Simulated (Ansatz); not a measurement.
Cost and result for the atomization energy of `C[CH](C)[Ga]([Cl])[O][SiH3]` (17 atoms, 16 bonds).

```xyz
17

C    -0.783    1.430    1.231
C    -1.217    0.080    0.668
C    -1.637   -0.901    1.755
Ga    0.172   -0.669   -0.503
Cl    0.564   -2.773   -0.732
O     1.236    0.353   -1.494
Si    2.462    0.128   -2.553
H    -0.489    2.131    0.447
H    -1.603    1.885    1.799
H     0.063    1.326    1.916
H    -2.068    0.243   -0.006
H    -2.468   -0.489    2.338
H    -0.820   -1.102    2.453
H    -1.960   -1.860    1.345
H     2.933    1.462   -3.009
H     2.015   -0.654   -3.738
H     3.600   -0.591   -1.917
```

Charge 0, multiplicity 1. Correlated methods include outer-core shells of Ga, which these sets cover unevenly. Scalar relativity is left out up to krypton. All single points use the PBE0-D4/def2-TZVP geometry. It is one conformer, not always the lowest. Program: Ansatz. All runs use 2 threads of an AMD EPYC 7R13 on a shared host and a share of an NVIDIA H100 80 GB. Times are those of one run each, without the atoms' runs, and a repeat can differ threefold. Electronic energies, without spin–orbit coupling; frozen cores. CCSD(T)/CBS adds CCSD(T) − MP2 in def2-TZVPP to the MP2 limit, and its time is that of the two runs behind it. T1 = 0.012. With those shells the extrapolation isn't a true limit. B3LYP takes the VWN-RPA correlation (the form of Gaussian; ORCA's B3LYP/G). HSE06 is the plane-wave form, built on full-range PBE exchange.

CCSD(T)/CBS is a level of theory with its own doubt, some kJ/mol a heavy atom from the limit and from the frozen cores, so smaller differences don't rank the functionals.

```json
{"level": "LDA (SPW92)/def2-TZVPP", "functions": "396", "wall time": "3.2 s"}
{"level": "CCSD(T)/def2-SVP", "functions": "174", "wall time": "4 s"}
{"level": "PBE-D4/def2-TZVPP (with forces)", "functions": "396", "wall time": "4.6 s"}
{"level": "BHLYP-D4/def2-TZVPP", "functions": "396", "wall time": "4.8 s"}
{"level": "r2SCANh-D4/def2-TZVPP", "functions": "396", "wall time": "5.5 s"}
{"level": "PBE-QIDH/def2-TZVPP", "functions": "396", "wall time": "5.5 s"}
{"level": "HSE06-D4/def2-TZVPP", "functions": "396", "wall time": "5.5 s"}
{"level": "B3LYP-D4/def2-TZVPP (with forces)", "functions": "396", "wall time": "6.5 s"}
{"level": "B97M-V/def2-TZVPP", "functions": "396", "wall time": "7 s"}
{"level": "ωB97M-V/def2-TZVPP (with forces)", "functions": "396", "wall time": "8.5 s"}
{"level": "MP2/def2-QZVPP", "functions": "757", "wall time": "19 s"}
{"level": "CCSD(T)/def2-TZVPP", "functions": "396", "wall time": "42 s"}
{"level": "CCSD(T)/CBS(def2)", "functions": "–", "wall time": "61 s"}
```

Task: What atomization energy does each give, and how far from CCSD(T)/CBS? (An estimate is asked.)

Result: The calculation gave: 
```json
{"level": "LDA (SPW92)/def2-TZVPP", "atomization (kcal/mol)": "1668.9", "difference from CCSD(T)/CBS": "183.4", "per bond": "11.5"}
{"level": "CCSD(T)/def2-SVP", "atomization (kcal/mol)": "1409.5", "difference from CCSD(T)/CBS": "-76.0", "per bond": "-4.7"}
{"level": "PBE-D4/def2-TZVPP (with forces)", "atomization (kcal/mol)": "1492.5", "difference from CCSD(T)/CBS": "7.0", "per bond": "0.4"}
{"level": "BHLYP-D4/def2-TZVPP", "atomization (kcal/mol)": "1446.7", "difference from CCSD(T)/CBS": "-38.8", "per bond": "-2.4"}
{"level": "r2SCANh-D4/def2-TZVPP", "atomization (kcal/mol)": "1478.3", "difference from CCSD(T)/CBS": "-7.2", "per bond": "-0.4"}
{"level": "PBE-QIDH/def2-TZVPP", "atomization (kcal/mol)": "1476.6", "difference from CCSD(T)/CBS": "-8.9", "per bond": "-0.6"}
{"level": "HSE06-D4/def2-TZVPP", "atomization (kcal/mol)": "1478.9", "difference from CCSD(T)/CBS": "-6.6", "per bond": "-0.4"}
{"level": "B3LYP-D4/def2-TZVPP (with forces)", "atomization (kcal/mol)": "1474.3", "difference from CCSD(T)/CBS": "-11.2", "per bond": "-0.7"}
{"level": "B97M-V/def2-TZVPP", "atomization (kcal/mol)": "1483.6", "difference from CCSD(T)/CBS": "-1.9", "per bond": "-0.1"}
{"level": "ωB97M-V/def2-TZVPP (with forces)", "atomization (kcal/mol)": "1481.6", "difference from CCSD(T)/CBS": "-3.9", "per bond": "-0.2"}
{"level": "MP2/def2-QZVPP", "atomization (kcal/mol)": "1492.0", "difference from CCSD(T)/CBS": "6.5", "per bond": "0.4"}
{"level": "CCSD(T)/def2-TZVPP", "atomization (kcal/mol)": "1452.4", "difference from CCSD(T)/CBS": "-33.1", "per bond": "-2.1"}
{"level": "CCSD(T)/CBS(def2)", "atomization (kcal/mol)": "1485.5", "difference from CCSD(T)/CBS": "0.0", "per bond": "0.0"}
```

At CCSD(T), def2-SVP lies −76.0 kcal/mol from the extrapolated value and def2-TZVPP −33.1 kcal/mol: correlation converges slowly with the basis, and small sets miss more of it in the bonded molecule than in its fragments. The D4 term adds +16.8 kcal/mol with B3LYP and +9.0 kcal/mol with PBE0; it sums over pairs of atoms, weighted by their polarisabilities, and B3LYP, whose exchange is more repulsive, gets the larger term. From PBE to PBE0 (25 % exact exchange), in def2-TZVPP and without D4, the atomization energy moves by −13.0 kcal/mol: exact exchange takes away binding that semilocal exchange gives to molecules.
